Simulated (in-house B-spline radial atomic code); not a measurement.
Configurations of neutral calcium, with energies counted from [Ar] 4s2. Level of theory: scalar-relativistic (X2C) r2SCAN, spin-polarised, spherical fractional occupations, Fermi nucleus of rms radius 3.4776 fm; calculated with a radial B-spline atomic code at the basis-set limit. Shells without spins written out take the highest spin.

Occupations are held fixed; configurations that lie above the ionisation limit could autoionise.

| configuration | E - E(ref) (eV) | highest orbital | its <r> (bohr) |
| --- | --- | --- | --- |
| [Ar] 4s1 4p1 | 1.6417 | 4p up | 4.969 |
| [Ar] 3d1 4s1 | 1.8284 | 3d up | 3.365 |
| [Ar] 4s1 5d1 | 4.9065 | 5d up | 20.5 |
| [Ne] 3s2 3p5 4s2 4p1 | 30.147 | 4p up | 4.384 |
| [Ne] 3s2 3p5 4s2 4f1 | 34.228 | 4f up | 17.73 |
| [Ne] 3s1 3p6 4s2 4d1 | 53.808 | 4d up | 9.065 |

(1) Order these further configurations by energy, lowest first.
A. [Ne] 3s(0 up, 1 down) 3p6 4s2 5p(0 up, 1 down)
B. [Ne] 3s2 3p(3 up, 2 down) 4s2 5s(1 up, 0 down)
C. [Ne] 3s2 3p(2 up, 3 down) 4s2 5p(1 up, 0 down)
D. [Ne] 3s(0 up, 1 down) 3p6 4s2 5d(0 up, 1 down)
E. [Ar] 4s1 5s1

(2) How far above the reference does [He] 2s2 2p5 3s2 3p6 4s2 5p1 lie?

(3) How far above the reference does [Ar] 4s1 5p1 lie?

Results:

(1) E (3.6318 eV), B (32.726 eV), C (33.341 eV), A (53.701 eV), D (54.483 eV).

(2) 358.75 eV; its least bound orbital is 5p up with <r> = 11.1 bohr.

(3) 4.1555 eV; its least bound orbital is 5p up with <r> = 12.13 bohr.
